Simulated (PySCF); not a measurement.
A structure optimised at PBE-D3(BJ)/def2-SVP, used in a PySCF frequency run:

```xyz
5

S      0.0000     0.0000    -2.8638
C      0.0000     0.0000    -1.2922
C      0.0000     0.0000     0.0000
C      0.0000     0.0000     1.2922
S      0.0000     0.0000     2.8638
```
Charge 0, spin multiplicity 1.

### Question
Write its SMILES, formula and point group.

### Answer
S=C=C=C=S, C3S2, D∞h

### Question
What are its rotational constants (standard atomic weights)?

### Answer
0.89295 GHz (linear rotor, B only)
